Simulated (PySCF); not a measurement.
## From computed data to an observable: dipole moment from atomic charges

Se(F)(SeH) (FHSe2), SMILES F[Se][SeH]. Atoms are numbered in the order given.

```xyz
4

Se     0.5228     0.4307     0.7493
F      1.6261     1.1879    -0.4358
Se    -0.9477    -0.6877    -0.6125
H     -0.1889    -1.9528    -0.7296
```

Geometry: B3LYP-D3(BJ)/def2-TZVP. One conformer was computed; it need not be the lowest.

Charges (e) from HF/def2-TZVPD in PySCF:

```
atom  ESP fit     IAO
----  -------  ------
Se1     0.167   0.503
F2     -0.232  -0.550
Se3    -0.062   0.016
H4      0.127   0.031
```

The dipole moment of the full density is 2.35 D.

**Question.** What dipole moment does each set of point charges give, and which comes closer to that of the density?

**Answer.** 
μ = Σ q r, and 1 e Å = 4.8032 D.
ESP fit: Σ q r = (-0.255, -0.409, 0.172) e Å, |μ| = 2.46 D.
IAO: Σ q r = (-0.652, -0.508, 0.584) e Å, |μ| = 4.86 D.
ESP fit comes closer in size. Point charges leave out the atoms' own dipoles (lone pairs, polarised bonds); fits to the potential absorb them, partitions of the density don't.
